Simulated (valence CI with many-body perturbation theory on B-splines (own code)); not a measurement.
# Ce XLIV: E2, M1, M2 decay

Computed by configuration interaction combined with many-body perturbation theory (CI+MBPT): five valence electrons over a frozen Dirac-Fock core [Ne], a basis of 11 s, 11 p, 10 d, 8 f, 5 g, 2 h functions for each j, with the one-electron correlation potential Σ1 (screened to all orders), the two-electron term Σ2, the three-electron term Σ3, Breit, model QED; selected single and double excitations, second order for the rest, scaled by the run's own slope (own B-spline code, finite nucleus).

The last digits are not significant, and no measured levels were compared; by estimate large intervals hold to a few tenths of a per cent, small ones and those within an open d or f shell to about a per cent. Among the levels kept, up to 3200 cm⁻¹ of a level comes from second order outside the variational space, and about a tenth of that is noise between levels of different J, which matters for small intervals.

Lines 1 to 18 of 18 in falling wavelength, among levels below 5277.2 × 10³ cm⁻¹, chosen from the decays that carry over 1 % of a level's rate. Wavelengths and rates use the calculated energies. Electric multipoles are in the length gauge, E1 and E2 with the static RPA response of the core. S is in atomic units (e²a₀⁴ for E2 and M2, e²a₀⁶ for E3), for M1 in squared Bohr magnetons. Weak lines are less certain than strong ones. Lines between different terms over intervals too small for the method are left out, as are lines whose strength nearly cancels.

Levels are named by their leading jj configuration (3d3/2^4 stands for four electrons in 3d with j = 3/2), which in mixed levels can hold well under half, so a name can repeat and another be missing. Letters in brackets count levels of one name in rising energy.

| λ vac (Å) | Upper | Lower | Type | A (s⁻¹) | S (a.u.) |
| --- | --- | --- | --- | --- | --- |
| 1309 | (3s^2 3p1/2 3p3/2 3d5/2) J=9/2 | (3s^2 3p1/2 3p3/2 3d5/2) J=7/2 [a] | M1 | 2.13e+03 | 1.77e+00 |
| 465.9 | (3s^2 3p1/2 3p3/2 3d5/2) J=9/2 | (3s^2 3p1/2 3p3/2 3d3/2) J=7/2 | M1 | 1.16e+05 | 4.36e+00 |
| 156.8 | (3s^2 3p1/2 3p3/2 3d3/2) J=7/2 | (3s^2 3p1/2^2 3d5/2) J=5/2 | M1 | 6.95e+04 | 7.95e-02 |
| 139.1 | (3s^2 3p3/2^2 3d5/2) J=9/2 | (3s^2 3p1/2 3p3/2 3d5/2) J=7/2 [b] | M1 | 2.93e+06 | 2.92e+00 |
| 128.9 | (3s^2 3p1/2 3p3/2 3d5/2) J=7/2 [a] | (3s^2 3p1/2^2 3d5/2) J=5/2 | M1 | 5.39e+06 | 3.42e+00 |
| 121.6 | (3s^2 3p1/2 3p3/2^2) J=3/2 | (3s^2 3p1/2^2 3p3/2) J=3/2 | M1 | 1.10e+07 | 2.94e+00 |
| 120.0 | (3s^2 3p3/2^3) J=3/2 | (3s^2 3p1/2 3p3/2^2) J=1/2 | M1 | 2.77e+06 | 7.11e-01 |
| 117.3 | (3s^2 3p1/2 3p3/2 3d5/2) J=9/2 | (3s^2 3p1/2^2 3d5/2) J=5/2 | E2 | 2.62e+04 | 5.19e-03 |
| 116.3 | (3s^2 3p3/2^2 3d5/2) J=9/2 | (3s^2 3p1/2 3p3/2 3d5/2) J=9/2 | M1 | 5.08e+06 | 2.97e+00 |
| 111.7 | (3s^2 3p1/2 3p3/2^2) J=5/2 | (3s^2 3p1/2^2 3p3/2) J=3/2 | M1 | 1.97e+06 | 6.12e-01 |
| 111.7 | (3s^2 3p1/2 3p3/2^2) J=5/2 | (3s^2 3p1/2^2 3p3/2) J=3/2 | E2 | 7.38e+04 | 6.89e-03 |
| 108.4 | (3s^2 3p3/2^3) J=3/2 | (3s^2 3p1/2 3p3/2^2) J=5/2 | M1 | 3.62e+06 | 6.83e-01 |
| 106.8 | (3s^2 3p3/2^2 3d5/2) J=9/2 | (3s^2 3p1/2 3p3/2 3d5/2) J=7/2 [a] | M1 | 4.35e+06 | 1.97e+00 |
| 101.6 | (3s^2 3p1/2 3p3/2^2) J=1/2 | (3s^2 3p1/2^2 3p3/2) J=3/2 | M1 | 7.74e+06 | 6.02e-01 |
| 101.6 | (3s^2 3p1/2 3p3/2^2) J=1/2 | (3s^2 3p1/2^2 3p3/2) J=3/2 | E2 | 8.51e+04 | 1.65e-03 |
| 100.5 | (3s^2 3p3/2^3) J=3/2 | (3s^2 3p1/2 3p3/2^2) J=3/2 | M1 | 1.55e+07 | 2.34e+00 |
| 93.09 | (3s^2 3p3/2^2 3d5/2) J=9/2 | (3s^2 3p1/2 3p3/2 3d3/2) J=7/2 | M1 | 2.79e+05 | 8.34e-02 |
| 64.37 | (3s^2 3p1/2 3p3/2 3d5/2) J=9/2 | (3s^2 3p1/2 3p3/2^2) J=5/2 | M2 | 3.13e+03 | 3.09e-05 |
